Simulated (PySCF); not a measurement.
A structure optimised at PBE-D3(BJ)/def2-SVP, used in a PySCF frequency run:

```
C
H 1 1.1062
H 1 1.1091 2 109.50
O 1 1.4794 2 103.84 3 -114.72
C 4 1.3178 1 116.68 2 157.23
O 5 1.2019 4 130.89 1 -0.87
C 1 1.5149 2 112.38 3 125.03
H 7 1.1075 1 110.97 2 -179.35
H 7 1.1078 8 108.90 1 122.62
H 7 1.1092 8 107.87 9 117.17
```
Charge 0, spin multiplicity 2.

### Question
Write its SMILES and formula.

### Answer
CCO[C]=O, C₃H₅O₂

### Question
What are its rotational constants (standard atomic weights)?

### Answer
10.292, 3.8287, 3.2029 GHz
